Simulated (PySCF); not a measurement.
**Functional benchmark on one molecule**

Molecule: SMILES COc1ccccn1, C$_{6}$H$_{7}$NO.

Cartesian coordinates in Å; atom numbers follow the order of the lines, from 1:
```xyz
15

C    -2.7339    0.2092    0.1899
O    -1.6926   -0.7003   -0.0887
C    -0.4391   -0.2377   -0.0363
C     0.5937   -1.1490   -0.3248
C     1.8950   -0.6833   -0.2733
C     2.1339    0.6562    0.0589
C     1.0355    1.4621    0.3232
N    -0.2262    1.0278    0.2775
H    -2.7261    1.0556   -0.5141
H    -3.6676   -0.3580    0.0881
H    -2.6482    0.6179    1.2086
H     0.3456   -2.1807   -0.5776
H     2.7267   -1.3583   -0.4908
H     3.1466    1.0594    0.1102
H     1.1720    2.5171    0.5876
```

Geometry PBE0-D3(BJ)/def2-SVP throughout; GIAO in PySCF 2.14, gas phase, one conformer, non-relativistic; equivalent atoms averaged; basis pcSseg-1.

Reference values (estimated from measurements, as parent shift plus tabulated substituent increments; solution, not stated per compound (mostly CDCl3 or CCl4); Pretsch, Buehlmann, Badertscher, Structure Determination of Organic Compounds, 4th ed. (2009)): δ(C3) = 164.1 ppm, δ(C4) = 111.0 ppm, δ(C5) = 138.5 ppm, δ(C6) = 116.6 ppm, δ(C7) = 146.9 ppm, δ(H12) = 6.74 ppm, δ(H13) = 7.52 ppm, δ(H14) = 6.84 ppm. Computed shifts are taken against TMS, calculated as an isolated molecule at each level.

Question: How do the functionals BLYP, BP86, KT2, B3LYP, PBE0, WP04, B97-2, wB97X-D perform against the reference? Times are CPU seconds on shared hosts with different chips, so compare them loosely; the GGAs took longer than the global hybrids here, which isn't the general rule, and the cause wasn't traced.

Answer: 
```csv
functional,kind,C3,C4,C5,C6,C7,H12,H13,H14,mean abs. error C,mean abs. error H,core-s
BLYP,GGA,167.2,113.8,140.2,119.4,151.3,6.52,7.29,6.51,3.0,0.26,42
BP86,GGA,165.6,113.1,139.5,118.6,150.6,6.60,7.39,6.62,2.1,0.16,42
KT2,GGA,158.1,105.8,131.1,111.3,142.2,6.47,7.24,6.44,5.7,0.32,45
B3LYP,global hybrid,169.9,115.6,143.8,121.0,154.0,6.65,7.46,6.64,5.4,0.12,29
PBE0,global hybrid,168.4,115.0,143.6,120.4,153.6,6.76,7.61,6.78,4.8,0.06,16
WP04,global hybrid,170.3,115.5,143.0,120.8,153.4,6.50,7.26,6.52,5.2,0.27,17
B97-2,global hybrid,165.3,112.3,140.3,117.6,150.4,6.68,7.53,6.70,1.8,0.07,15
wB97X-D,range-separated hybrid,170.2,115.7,145.8,121.0,155.1,6.78,7.65,6.79,6.1,0.07,38
```

For ¹³C the closest is B97-2 (1.8 ppm, with BP86 practically level) and the furthest wB97X-D (6.1 ppm).

For ¹H the closest is PBE0 (0.06 ppm, with B97-2, wB97X-D practically level) and the furthest KT2 (0.32 ppm). One molecule is a small sample, and vibrational and solvent effects are absent from the calculation.
